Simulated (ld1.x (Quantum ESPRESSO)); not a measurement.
# Before and after: TM potential for Tl (Z = 81)

Tl (Z = 81), norm-conserving Troullier–Martins (Kleinman–Bylander form), made with ld1.x (Quantum ESPRESSO) 7.5 (PBE, non-relativistic). Core [Xe] 4f14, reference 5d10 6s2 6p0 (charge +1). Waves: 6s (bound): rc 1.70 bohr; 6p (bound, empty): rc 2.10 bohr; 5d (bound): rc 1.90 bohr. Local part: all-electron potential smoothed inside 2.05 bohr (lloc = -1). Core correction: none.

Change: local potential all-electron potential smoothed inside 1.46 bohr (lloc = -1).

Cutoffs: the cutoffs (Ry, on a coarse ladder) from which the occupation-weighted sum of valence levels, in a spherical-Bessel basis at the reference potential, stays within 10 and 1 mRy of its value at 400 Ry; they do not see the model core or the augmentation charge, which bear on the density cutoff. Errors are all-electron minus pseudo energies relative to the spin-unpolarised reference configuration.

Problem. Predict the effect on cutoff, ghosts and configuration errors.

Solution. The potential gets neither clearly harder nor softer (50 Ry and 110 Ry → 50 Ry and 110 Ry); the bound ghosts move from s to p, s; of the 7 tests that both files solve, the error grows in 2 and shrinks in 1 by more than 15 % and 0.3 meV (median size 5.5 → 5.6 meV); the range in which the s phases agree narrows (upper end 4.8 → 1.8); the range in which the p phases agree widens (upper end -0.2 → 3.6). In the separable form a ghost depends on how the local part lies against the semilocal potential of the channel, so the choice of the local part can create or remove one.

| quantity | base | changed |
| --- | --- | --- |
| cutoff, loose | 50 Ry | 50 Ry |
| cutoff, tight | 110 Ry | 110 Ry |
| loose cutoff by channel (10 mRy a level) | s 30 Ry, d 40 Ry | s 25 Ry, d 40 Ry |
| bound ghosts | s | s, p |
| error for 5d10 6s2 6p1, meV [ΔE -5.32 eV] | +2.1 | +2.4 |
| error for 5d10 6s1 6p0, meV [ΔE 17.84 eV] | +11 | +20 |
| error for 5d10 6s0 6p0, meV [ΔE 44.07 eV] | +85 | +86 |
| error for 5d10 6s2 6p0.5, meV [ΔE -3.37 eV] | +0.4 | +0.9 |
| error for 5d9 6s2 6p1, meV [ΔE 18.79 eV] | -139 | -79 |
| error for 5d10 6s0 6p3, meV [ΔE 4.92 eV] | +0.9 | +0.8 |
| error for 5d10 6s1 6p1, meV [ΔE 5.67 eV] | +5.5 | +5.6 |
| s: phases at 2.31 bohr within 0.05 rad from the reference energy up to (Ry; the scan ends near 5) | 4.8 | 1.8 |
| p: phases at 2.31 bohr within 0.05 rad from the reference energy up to (Ry; the scan ends near 5) | -0.2 | 3.6 |
| d: phases at 2.31 bohr within 0.05 rad from the reference energy up to (Ry; the scan ends near 5) | 1.6 | to the end of the scan |

 A true bound ghost makes a file unfit for plane-wave use even where its test errors are small: the radial tests pick states by their node count and pass the ghost by.
